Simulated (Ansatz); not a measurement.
A nudged elastic band was laid between two geometries of H$_{7}$NOSi$_{2}$Te (12 atoms, charge 0, multiplicity 1).

Theory: RKS B3LYP-D4/def2-SVP (Ansatz 0.2.0).

```
movable images  : 9
climbing image  : yes
spring          : 5.0 eV/Å²
optimiser       : quadratic models (default)
start path      : through a guess of the saddle point
force threshold : 0.03 eV/Å
iteration limit : 33
end points      : relaxed
```

First end point:

```xyz
12
Properties=species:S:1:pos:R:3
N -1.787 -0.385 0.292
Si -0.150 -0.914 0.330
O 0.671 -0.448 1.716
Si 1.094 0.199 -1.313
Te 0.706 2.664 -0.813
H -2.038 0.584 0.125
H -2.571 -1.019 0.191
H -0.211 -2.402 0.196
H 0.215 -0.613 2.551
H 2.552 -0.118 -1.356
H 0.531 0.005 -2.683
H 1.066 2.393 0.797
```

Last end point:

```xyz
12
Properties=species:S:1:pos:R:3
N -1.516 -0.651 0.186
Si 0.399 -1.440 0.397
O 0.724 -0.379 1.718
Si 1.122 0.121 -1.317
Te 0.239 2.450 -0.674
H -1.472 0.378 0.067
H -2.027 -1.040 -0.611
H -2.057 -0.848 1.031
H 0.905 -0.861 2.534
H 2.600 0.201 -1.541
H 0.508 -0.108 -2.669
H 0.652 2.122 0.915
```

(1) What changes between the two ends?

(2) Give the energies along the band, and the barrier.

(3) What is the geometry of the highest image?

## Answers

(1) Bonds broken: Si2–H8. Bonds formed: N1–H8.

(2) It converged. The highest image is number 5 of 0 to 10, 3.01 eV above the first end and 1.88 eV above the last; the last end lies 1.13 eV above the first. Neighbouring images differ by up to 1.4 eV, so the band resolves the path poorly. A vibrational analysis at the climbing image gives one clearly imaginary mode, 1520i cm⁻¹: a first-order saddle point. The orbitals stay closed-shell, which can raise the energy where a bond breaks towards radicals; this wasn't checked here.

| image | path coordinate (Å) | energy (eV) | Si2–H8 (Å) | N1–H8 (Å) |
| --- | --- | --- | --- | --- |
| 0 | 0.00 | 0.00 | 1.49 | 2.56 |
| 1 | 0.55 | 0.02 | 1.50 | 2.57 |
| 2 | 1.11 | 0.10 | 1.50 | 2.56 |
| 3 | 1.66 | 0.43 | 1.49 | 2.39 |
| 4 | 2.21 | 1.64 | 1.50 | 1.96 |
| 5 | 2.76 | 3.01 | 1.64 | 1.43 |
| 6 | 3.28 | 1.80 | 2.05 | 1.05 |
| 7 | 3.81 | 1.29 | 2.50 | 1.02 |
| 8 | 4.33 | 1.18 | 2.63 | 1.02 |
| 9 | 4.85 | 1.15 | 2.63 | 1.02 |
| 10 | 5.37 | 1.13 | 2.60 | 1.02 |

(3) 
```xyz
12
Properties=species:S:1:pos:R:3
N -1.695 -0.523 0.257
Si 0.118 -1.110 0.356
O 0.659 -0.311 1.749
Si 1.207 0.144 -1.341
Te 0.441 2.535 -0.936
H -2.030 0.232 0.864
H -2.164 -0.508 -0.651
H -1.325 -1.861 0.581
H 0.684 -0.857 2.544
H 2.697 0.027 -1.376
H 0.685 -0.192 -2.702
H 0.799 2.366 0.689
```

Time of the run: 11 min on 2 threads of Arm Neoverse V2, on a shared host, peak memory 0.35 GiB.
